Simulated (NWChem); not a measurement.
System: C2H3F2NSi; SMILES N#CC[SiH](F)F

NWChem input:

```
start job
memory heap 200 mb stack 900 mb global 1100 mb
geometry units angstroms noautosym nocenter noautoz
  N     -0.335047    -2.962349    -0.271718
  C      0.170894    -1.983456     0.095166
  C      0.776873    -0.725025     0.509882
  Si    -0.042655     0.757078    -0.326206
  F     -1.500441     0.970972     0.298285
  F      0.844938     2.040125     0.043013
  H      0.699764    -0.611424     1.598808
  H      1.845769    -0.727436     0.259759
  H     -0.141377     0.619207    -1.789788
end
basis spherical
  * library 6-31g*
end
dft
  xc b3lyp
  iterations 150
end
cosmo
  do_cosmo_smd true
  solvent toluene
end
task dft energy
```

NWChem printed, in part:

```
             Northwest Computational Chemistry Package (NWChem) 7.3.0
             --------------------------------------------------------

                             Geometry "geometry" -> ""
                             -------------------------

 Output coordinates in angstroms (scale by  1.889725989 to convert to a.u.)

  No.       Tag          Charge          X              Y              Z
 ---- ---------------- ---------- -------------- -------------- --------------
    1 N                    7.0000    -0.33504700    -2.96234900    -0.27171800
    2 C                    6.0000     0.17089400    -1.98345600     0.09516600
    3 C                    6.0000     0.77687300    -0.72502500     0.50988200
    4 Si                  14.0000    -0.04265500     0.75707800    -0.32620600
    5 F                    9.0000    -1.50044100     0.97097200     0.29828500
    6 F                    9.0000     0.84493800     2.04012500     0.04301300
    7 H                    1.0000     0.69976400    -0.61142400     1.59880800
    8 H                    1.0000     1.84576900    -0.72743600     0.25975900
    9 H                    1.0000    -0.14137700     0.61920700    -1.78978800

 Effective nuclear repulsion energy (a.u.)     279.7037599404

                                 NWChem DFT Module
                                 -----------------

 Summary of "ao basis" -> "ao basis" (spherical)
 ------------------------------------------------------------------------------
       Tag                 Description            Shells   Functions and Types
 ---------------- ------------------------------  ------  ---------------------
 N                           6-31g*                  6       14   3s2p1d
 C                           6-31g*                  6       14   3s2p1d
 Si                          6-31g*                  8       18   4s3p1d
 F                           6-31g*                  6       14   3s2p1d
 H                           6-31g*                  2        2   2s

 in cosmo_initialize ...
 calling solv_data for solv:toluene

 solvent parameters
 solvname_short: toluene
 solvname_long:  toluene
 dielec:        2.3741
 dielecinf:     2.2383
 nonaqueous SMD model solvent descriptors
 dielec:        2.3741
 sola:          0.0000
 solb:          0.1400
 solc:          0.8570
 solg:         40.2000
 solh:          0.0000
 soln:          1.4961

[...]

                                COSMO-SMD solvation results
                                ---------------------------

             internal energy in gas <Psi(g)|H|Psi(g)> =      -622.051502926697
         internal energy in solvent <Psi(s)|H|Psi(s)> =      -622.050618437180
                               delta internal energy  =         0.000884489517 (    0.56 kcal/mol)
   total free energy in solvent <Psi(s)|H+V/2|Psi(s)> =      -622.058969565822
 polarization energy contribution <Psi(s)|V/2|Psi(s)> =        -0.008351128643 (   -5.24 kcal/mol)
    total free energy in solvent including G(SMD-CDS) =      -622.057726187186
                       G(SMD-CDS) energy contribution =         0.001243378636 (    0.78 kcal/mol)
     1 M fixed-concentration free energy of solvation =        -0.006223260489 (   -3.91 kcal/mol)

                       DFT Final Molecular Orbital Analysis
                       ------------------------------------

 Vector   25  Occ=2.000000D+00  E=-3.701390D-01
              MO Center= -2.4D-01, -2.4D+00, -3.0D-01, r^2= 3.1D+00
   Bfn.  Coefficient  Atom+Function         Bfn.  Coefficient  Atom+Function
  ----- ------------  ---------------      ----- ------------  ---------------
     4      0.433592  1 N  py                 8      0.278291  1 N  py
     6     -0.223276  1 N  s                  2     -0.208933  1 N  s
    17     -0.182696  2 C  px                22      0.182363  2 C  py
    32      0.163444  3 C  py                36      0.156592  3 C  py
    19     -0.152910  2 C  pz                18     -0.138835  2 C  py

 Vector   26  Occ=2.000000D+00  E=-3.366867D-01
              MO Center=  1.4D-02, -2.3D+00, -1.5D-02, r^2= 1.8D+00
   Bfn.  Coefficient  Atom+Function         Bfn.  Coefficient  Atom+Function
  ----- ------------  ---------------      ----- ------------  ---------------
     5      0.339303  1 N  pz                 3     -0.297261  1 N  px
    19      0.280402  2 C  pz                17     -0.242217  2 C  px
     9      0.198896  1 N  pz                 7     -0.174433  1 N  px
    23      0.165928  2 C  pz                21     -0.146871  2 C  px
    33     -0.115693  3 C  pz                89     -0.103175  7 H  s

 Vector   27  Occ=2.000000D+00  E=-3.195406D-01
              MO Center=  6.0D-02, -1.6D+00, -8.1D-02, r^2= 3.4D+00
   Bfn.  Coefficient  Atom+Function         Bfn.  Coefficient  Atom+Function
  ----- ------------  ---------------      ----- ------------  ---------------
     3      0.252432  1 N  px                 5      0.230387  1 N  pz
     4     -0.198672  1 N  py                32      0.173923  3 C  py
    17      0.164207  2 C  px                18     -0.164125  2 C  py
     7      0.155116  1 N  px                31     -0.152211  3 C  px
    19      0.151167  2 C  pz                50     -0.150033  4 Si py

 Vector   28  Occ=0.000000D+00  E= 1.286396D-02
              MO Center=  1.1D-01, -8.5D-01, -1.6D-01, r^2= 4.8D+00
   Bfn.  Coefficient  Atom+Function         Bfn.  Coefficient  Atom+Function
  ----- ------------  ---------------      ----- ------------  ---------------
    53      0.373121  4 Si px                54      0.373420  4 Si py
    80     -0.329407  6 F  s                 21      0.287374  2 C  px
    49      0.274247  4 Si px                92     -0.263675  8 H  s
    23      0.256805  2 C  pz                 7     -0.250531  1 N  px
    48      0.234001  4 Si s                  3     -0.228008  1 N  px

[...]
```

Level: B3LYP/6-31G* (spherical d), SMD on the gas-phase geometry. Geometry: optimised at B3LYP/6-31G* (spherical d). Solvent: toluene.
